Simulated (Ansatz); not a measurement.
CH (SMILES [CH]), doublet (typed; the unrestricted solution is spin-contaminated), geometry from GFN2-xTB; PBE0/def2-SV(P) (Ansatz, a program for electronic structure).

Input for Ansatz:
Ansatz 0.2 input:
```yaml
crystal:
  periodic: [false, false, false]
  atoms:
    - {symbol: C, position_ang: [-0.00000000, -0.00000000, -0.15909141]}
    - {symbol: H, position_ang: [0.00000000, 0.00000000, 0.95454846]}
basis:
  gaussian:
    orbitals: def2-SV_P_.json
hamiltonian:
  xc: pbe0
magnetization: {spin_polarized: true, initial_magnetization: 1}
```
The basis file holds def2-SV(P) in the JSON format of the Basis Set Exchange.

Output, abridged:

```
Functional definition: PBE0
176 factors; integrals over basis functions are off by at most 7.1e-4 eV
mean field evaluation 1: about -1044.4023 eV, gradient 5.8e0 eV
mean field evaluation 2: about -1044.5507 eV, gradient 3.1e0 eV
mean field evaluation 4: about -1044.6164 eV, gradient 3.9e-2 eV
mean field evaluation 8: about -1044.6145 eV, gradient 5.5e-4 eV
mean field evaluation 16: about -1044.6311 eV, gradient 4.3e-1 eV
mean field evaluation 32: about -1044.6324 eV, gradient 1.1e-5 eV
mean field -1044.63240783 eV, -38.3895329105 hartree, gradient 1.1e-5 eV, S^2 0.925573; 4 other end points of the search recorded, 0 dependent functions left out
reference -1044.63241869 eV, -38.3895333094 hartree; 4, 3 occupied and 12, 13 virtual orbitals, 176 factors
Total energy: -1044.63241869 eV, -38.3895333094 hartree
```
